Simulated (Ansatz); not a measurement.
BeMeCl (CH3BeCl), relaxed as a singlet with RKS PBE0-D4/def2-TZVP in Ansatz, starting from the GFN2-xTB geometry. Force threshold 0.02 eV/Å.

Start:

| atom | x (Å) | y (Å) | z (Å) |
| --- | --- | --- | --- |
| Be1 | 0.297 | -0.734 | -0.734 |
| C2 | -0.187 | 0.443 | 0.436 |
| H3 | -0.841 | 1.220 | 0.045 |
| H4 | 0.645 | 0.983 | 0.883 |
| H5 | -0.731 | 0.026 | 1.282 |
| Cl6 | 0.816 | -1.937 | -1.910 |

(1) Estimate the energy that the relaxation releases and the steps that it takes.

(2) Does the start keep its bonding?

(3) Predict the relaxed structure.

Answers

(1) 7.0 kJ/mol, in 5 steps; 3.8 s on 4 threads of Arm Neoverse V2 on a shared host. No frequencies were taken in this run, so the end may be a saddle point.

(2) By distances, no bond broke or formed. The bond that changes most is Be1–C2, from 1.73 to 1.67 Å (atoms count from 1).

(3) 
```xyz
6

Be    0.288   -0.692   -0.685
C    -0.187    0.448    0.444
H    -0.843    1.204    0.002
H     0.672    0.975    0.872
H    -0.733   -0.009    1.274
Cl    0.803   -1.926   -1.907
```
Bond lengths: 1 × Be–C 1.67 Å; 1 × Be–Cl 1.81 Å; 3 × C–H 1.09 Å.
